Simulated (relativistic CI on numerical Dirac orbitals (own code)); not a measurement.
O V: what numerical and physical settings do to a radial Dirac CI calculation

Reference input:

```
atom O  Z=8  charge=4  electrons=4
nucleus A=16  rms_radius_fm=2.6991
hamiltonian dirac-coulomb  breit=on  qed=on  c_scale=1
orbitals kli  potential=per-configuration
slater_scale 1
correlation none
mixing on
grid step=0.0125 r_max=16.6
scf mixing=0.4 start=green max_iterations=150 tolerance=2e-08 node_fill=0.05
configurations
  [He] 2s2
end
```

Computed lowest total energy -68.30168 Ha, 8 SCF steps. Runs with settings changed; * marks those that are bad on purpose (the QED terms keep the true α when c is scaled):

```csv
Changed,Outcome,Lowest level,ΔE (Ha),First excitation (cm⁻¹),SCF steps,Message
SCF tolerance 1e-05,converged,2s² ¹S0,-4.61e-09,,6,
"QED terms off, iteration limit 30, Slater scale 0.6",converged,2s² ¹S0,-0.00493,,8,
"Breit term off, SCF mixing 0.9",converged,2s² ¹S0,-0.00683,,6,
"speed of light × 1.25, QED terms off, SCF tolerance 0.0001",converged,2s² ¹S0,0.013,,5,
speed of light × 0.2 *,converged,2s² ¹S0,-1.25,,8,
configuration list: repeat *,refused,,,,0,a configuration is listed twice
```

With so few configurations and no correlation, terms lie too far apart (by 10 to 50 % near neutrality), their order can be wrong, and levels of other configurations are missing.
